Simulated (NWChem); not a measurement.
System: CH$_{3}$Li; SMILES [Li][CH3]

NWChem input:

```
start job
memory heap 200 mb stack 900 mb global 1100 mb
geometry units angstroms
  Li    -0.958111    -0.571477    -0.796677
  C      0.381141     0.227316     0.316900
  H      0.962740    -0.501929     0.889781
  H     -0.027035     0.918263     1.061402
  H      1.120652     0.810183    -0.241359
end
basis spherical
  * library def2-tzvp
end
dft
  xc pbe0
  disp vdw 4
  iterations 150
end
driver
  maxiter 120
end
task dft optimize
task dft freq
```

Output (shortened):

```
             Northwest Computational Chemistry Package (NWChem) 7.3.0
             --------------------------------------------------------

 C3V symmetry detected

                             Geometry "geometry" -> ""
                             -------------------------

 Output coordinates in angstroms (scale by  1.889725989 to convert to a.u.)

  No.       Tag          Charge          X              Y              Z
 ---- ---------------- ---------- -------------- -------------- --------------
    1 Li                   3.0000     0.00000000     0.00000000    -1.54598359
    2 C                    6.0000     0.00000000     0.00000000     0.37018965
    3 H                    1.0000     0.71017050     0.71017050     0.80560429
    4 H                    1.0000     0.25994044    -0.97011094     0.80560429
    5 H                    1.0000    -0.97011094     0.25994044     0.80560429

 Effective nuclear repulsion energy (a.u.)      16.4476099589

      Symmetry information
      --------------------

 Group name             C3v
 Group number             17
 Group order               6
 No. of unique centers     3

                                Z-matrix (autoz)
                                --------

 Units are Angstrom for bonds and degrees for angles

      Type          Name      I     J     K     L     M      Value
      ----------- --------  ----- ----- ----- ----- ----- ----------
    1 Stretch                  1     2                       1.91617
    2 Stretch                  2     3                       1.09466
    3 Stretch                  2     4                       1.09466
    4 Stretch                  2     5                       1.09466
    5 Bend                     1     2     3               113.43848
    6 Bend                     1     2     4               113.43848
    7 Bend                     1     2     5               113.43848
    8 Bend                     3     2     4               105.22888
    9 Bend                     3     2     5               105.22888
   10 Bend                     4     2     5               105.22888

                           NWChem Geometry Optimization
                           ----------------------------

 maximum gradient threshold         (gmax) =   0.000450
 rms gradient threshold             (grms) =   0.000300
 maximum cartesian step threshold   (xmax) =   0.001800
 rms cartesian step threshold       (xrms) =   0.001200
 fixed trust radius                (trust) =   0.300000
 source of zmatrix                         =   autoz

          -------------------
          Energy Minimization
          -------------------

 Using diagonal initial Hessian
 Scaling for Hessian diagonals: bonds = 1.00  angles = 0.25  torsions = 0.10

          --------
          Step   0

                                 NWChem DFT Module
                                 -----------------

 Summary of "ao basis" -> "ao basis" (spherical)
 ------------------------------------------------------------------------------
       Tag                 Description            Shells   Functions and Types
 ---------------- ------------------------------  ------  ---------------------
 Li                        def2-tzvp                 8       14   5s3p
 C                         def2-tzvp                11       31   5s3p2d1f
 H                         def2-tzvp                 4        6   3s1p

      Symmetry analysis of basis
      --------------------------

        a1         25
        a2          2
        e          36

  Rotation of axis

            General Information
            -------------------
          SCF calculation type: DFT
          Wavefunction type:  closed shell.
          No. of atoms     :     5
          No. of electrons :    12
           Alpha electrons :     6
            Beta electrons :     6
          Charge           :     0
          Spin multiplicity:     1
          Use of symmetry is: on ; symmetry adaption is: on
          Maximum number of iterations: 150
          AO basis - number of functions:    63
                     number of shells:    31
          Convergence on energy requested:  1.00D-06
          Convergence on density requested:  1.00D-05
          Convergence on gradient requested:  5.00D-04

              XC Information
              --------------
                         PBE0 Method XC Functional
                     Hartree-Fock (Exact) Exchange  0.250
          PerdewBurkeErnzerhof Exchange Functional  0.750
            Perdew 1991 LDA Correlation Functional  1.000 local
           PerdewBurkeErnz. Correlation Functional  1.000 non-local

             Grid Information
             ----------------
          Grid used for XC integration:  medium
          Radial quadrature: Mura-Knowles
          Angular quadrature: Lebedev.
          Tag              B.-S. Rad. Rad. Pts. Rad. Cut. Ang. Pts.
          ---              ---------- --------- --------- ---------
          Li                  1.45       49           9.0       434
          C                   0.70       49          10.0       434
          H                   0.35       45          11.0       434
          Grid pruning is: on
          Number of quadrature shells:   143
          Spatial weights used:  Erf1

           DFT-D3BJ Model
          s6 scale factor  :        1.000000000000
          s8 scale factor  :        1.217700000000
          a1 parameter     :        0.414500000000
          a2 parameter     :        4.859300000000
              vdW contrib  :       -0.001441940995

      Superposition of Atomic Density Guess
      -------------------------------------

 Sum of atomic energies:         -46.60340740

      Non-variational initial energy
      ------------------------------

 Total energy =     -47.051109
 1-e energy   =     -93.518587
 2-e energy   =      30.019868
 HOMO         =      -0.312404
 LUMO         =      -0.046627

      Symmetry analysis of molecular orbitals - initial
      -------------------------------------------------

  Numbering of irreducible representations:

     1 a1          2 a2          3 e

  Orbital symmetries:

     1 a1          2 a1          3 a1          4 e           5 e
     6 a1          7 a1          8 e           9 e          10 a1
    11 a1         12 e          13 e          14 a1         15 e
    16 e

   convergence    iter        energy       DeltaE   RMS-Dens  Diis-err
 ---------------- ----- ----------------- --------- --------- ---------
 d= 0,ls=0.0,diis     1    -47.2998404858 -6.37D+01  1.29D-02  3.02D-01
 d= 0,ls=0.0,diis     2    -47.2754940520  2.43D-02  7.70D-03  4.07D-01
 d= 0,ls=0.0,diis     3    -47.3356651544 -6.02D-02  1.14D-03  1.02D-02
 d= 0,ls=0.0,diis     4    -47.3370892244 -1.42D-03  1.76D-04  4.87D-05
 d= 0,ls=0.0,diis     5    -47.3371001623 -1.09D-05  4.36D-05  1.35D-06
 d= 0,ls=0.0,diis     6    -47.3371007416 -5.79D-07  9.26D-06  1.02D-07

         Total DFT energy =      -47.337100741585
      One electron energy =      -95.924426906874
           Coulomb energy =       40.510621182394
    Exchange-Corr. energy =       -8.369463035016
 Nuclear repulsion energy =       16.447609958906

    Dispersion correction =       -0.001441940995

 Numeric. integr. density =       12.000001241358

                  Occupations of the irreducible representations
                  ----------------------------------------------

                     irrep           alpha         beta
                     --------     --------     --------
                     a1                4.0          4.0
                     a2                0.0          0.0
                     e                 2.0          2.0

                       DFT Final Molecular Orbital Analysis
                       ------------------------------------

 Vector    4  Occ=2.000000D+00  E=-3.220635D-01  Symmetry=e
              MO Center=  1.7D-01,  1.7D-01,  5.7D-01, r^2= 1.4D+00
   Bfn.  Coefficient  Atom+Function         Bfn.  Coefficient  Atom+Function
  ----- ------------  ---------------      ----- ------------  ---------------
    47      0.238071  3 H  s                 20      0.216601  2 C  px
    21      0.216861  2 C  py                23      0.167637  2 C  px
    24      0.167838  2 C  py                46      0.167601  3 H  s
    48      0.130385  3 H  s                 53     -0.119159  4 H  s
    59     -0.118911  5 H  s                 26      0.100710  2 C  px

[...]

      ----------------------
      Optimization converged
      ----------------------

  Step       Energy      Delta E   Gmax     Grms     Xrms     Xmax
  ---- ---------------- -------- -------- -------- -------- --------
@    5     -47.33743993 -8.4D-08  0.00000  0.00000  0.00012  0.00029
                                     ok       ok       ok       ok

                                Z-matrix (autoz)
                                --------

 Units are Angstrom for bonds and degrees for angles

      Type          Name      I     J     K     L     M      Value     Gradient
      ----------- --------  ----- ----- ----- ----- ----- ---------- ----------
    1 Stretch                  1     2                       1.96228    0.00000
    2 Stretch                  2     3                       1.09897   -0.00000
    3 Stretch                  2     4                       1.09897   -0.00000
    4 Stretch                  2     5                       1.09897   -0.00000
    5 Bend                     1     2     3               112.95504    0.00000
    6 Bend                     1     2     4               112.95504    0.00000
    7 Bend                     1     2     5               112.95504    0.00000
    8 Bend                     3     2     4               105.77377   -0.00000
    9 Bend                     3     2     5               105.77377   -0.00000
   10 Bend                     4     2     5               105.77377   -0.00000

                         Geometry "geometry" -> "geometry"
                         ---------------------------------

 Output coordinates in angstroms (scale by  1.889725989 to convert to a.u.)

  No.       Tag          Charge          X              Y              Z
 ---- ---------------- ---------- -------------- -------------- --------------
    1 Li                   3.0000     0.00000000     0.00000000    -1.57878650
    2 C                    6.0000     0.00000000     0.00000000     0.38349432
    3 H                    1.0000     0.71555478     0.71555478     0.81210370
    4 H                    1.0000     0.26191123    -0.97746601     0.81210370
    5 H                    1.0000    -0.97746601     0.26191123     0.81210370

 Effective nuclear repulsion energy (a.u.)      16.2616631162

      Symmetry information
      --------------------

 Group name             C3v
 Group number             17
 Group order               6
 No. of unique centers     3

                Final and change from initial internal coordinates
                --------------------------------------------------

                                Z-matrix (autoz)
                                --------

 Units are Angstrom for bonds and degrees for angles

      Type          Name      I     J     K     L     M      Value       Change
      ----------- --------  ----- ----- ----- ----- ----- ---------- ----------
    1 Stretch                  1     2                       1.96228    0.04611
    2 Stretch                  2     3                       1.09897    0.00432
    3 Stretch                  2     4                       1.09897    0.00432
    4 Stretch                  2     5                       1.09897    0.00432
    5 Bend                     1     2     3               112.95504   -0.48344
    6 Bend                     1     2     4               112.95504   -0.48344
    7 Bend                     1     2     5               112.95504   -0.48344
    8 Bend                     3     2     4               105.77377    0.54490
    9 Bend                     3     2     5               105.77377    0.54490
   10 Bend                     4     2     5               105.77377    0.54490

 ==============================================================================
                                internuclear distances
 ------------------------------------------------------------------------------
       center one      |      center two      | atomic units |  angstroms
 ------------------------------------------------------------------------------
    2 C                |   1 Li               |     3.70817  |     1.96228
    3 H                |   2 C                |     2.07676  |     1.09897
    4 H                |   2 C                |     2.07676  |     1.09897
    5 H                |   2 C                |     2.07676  |     1.09897
 ------------------------------------------------------------------------------
                         number of included internuclear distances:          4
 ==============================================================================

[second-derivative integrals and response iterations left out]

  Vibrational analysis via the FX method

  See chapter 2 in "Molecular Vibrations" by Wilson, Decius and Cross

  Vib: Default input used

[...]

 Rotational Constants
 --------------------
 A=   5.444750 cm-1  (  7.833605 K)
 B=   0.764119 cm-1  (  1.099372 K)
 C=   0.764119 cm-1  (  1.099372 K)

 Temperature                      =   298.15K
 frequency scaling parameter      =   1.0000

 Zero-Point correction to Energy  =   20.871 kcal/mol  (  0.033260 au)
 Thermal correction to Energy     =   23.095 kcal/mol  (  0.036804 au)
 Thermal correction to Enthalpy   =   23.687 kcal/mol  (  0.037747 au)

 Total Entropy                    =   53.971 cal/mol-K
   - Translational                =   35.194 cal/mol-K (mol. weight =  22.0395)
   - Rotational                   =   16.678 cal/mol-K (symmetry #  =        3)
   - Vibrational                  =    2.099 cal/mol-K

 Cv (constant volume heat capacity) =   10.115 cal/mol-K
   - Translational                  =    2.979 cal/mol-K
   - Rotational                     =    2.979 cal/mol-K
   - Vibrational                    =    4.156 cal/mol-K

[normal modes left out]

 ----------------------------------------------------------------------------
 Normal Eigenvalue ||           Projected Infra Red Intensities
  Mode   [cm**-1]  || [atomic units] [(debye/angs)**2] [(KM/mol)] [arbitrary]
 ------ ---------- || -------------- ----------------- ---------- -----------
    1       -0.000 ||    0.044295           1.022        43.181       9.648
    2       -0.000 ||    0.043819           1.011        42.717       9.545
    3        0.000 ||    0.018170           0.419        17.713       3.958
    4        0.000 ||    0.000245           0.006         0.239       0.053
    5        0.000 ||    0.002957           0.068         2.883       0.644
    6        0.000 ||    0.015710           0.362        15.314       3.422
    7      444.988 ||    0.184373           4.254       179.736      40.160
    8      444.995 ||    0.184373           4.254       179.736      40.160
    9      641.175 ||    0.031338           0.723        30.550       6.826
   10     1097.676 ||    0.000314           0.007         0.306       0.068
   11     1438.637 ||    0.002911           0.067         2.838       0.634
   12     1438.638 ||    0.002911           0.067         2.838       0.634
   13     2986.170 ||    0.067643           1.561        65.942      14.734
   14     3057.040 ||    0.044791           1.033        43.664       9.756
   15     3057.041 ||    0.044790           1.033        43.664       9.756
 ----------------------------------------------------------------------------
```

Level: PBE0-D3(BJ)/def2-TZVP.
